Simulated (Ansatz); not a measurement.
The same atomization along the group F, Cl, Br, I.

Program: Ansatz. Geometries: PBE0-D4/def2-TZVP. ΔE: electronic, gas phase. CBS: MP2 limit from def2 TZ/QZ plus the TZ coupled-cluster correction, frozen cores. Small cases extrapolate CCSD(T) itself. Open shells (•) are unrestricted, without spin–orbit coupling. Spin–orbit coupling would lower the free atoms: a little for B, Cl, F; clearly for Br; strongly for I. Elements past krypton have def2 core potentials. For Br, I outer-core shells are correlated without core-valence functions, so the limit isn't a true one: a few kJ/mol of doubt a bond, and 10 to 20 or more in all where bonds break to atoms. Scalar relativity is left out up to krypton.

(1) Order these by ΔE at CCSD(T)/CBS, lowest first. (Best estimate.)
A. `BF` → B• + F• + 2 H•
B. `BBr` → B• + Br• + 2 H•
C. `BCl` → B• + Cl• + 2 H•
D. `BI` → B• + I• + 2 H•

Largest T1 diagnostic: 0.014, for B•.

Extrapolated directly: `BF` → B• + F• + 2 H•; `BCl` → B• + Cl• + 2 H•.

Answers

(1) D (+1119.8 kJ/mol), B (+1190.6 kJ/mol), C (+1246.2 kJ/mol), A (+1435.6 kJ/mol).

For atomizations the MP2-based limit and the directly extrapolated one differ by several kJ/mol either way, and by 10 to 25 for some Ge, Se and Sn compounds, so smaller differences from it don't rank the levels.
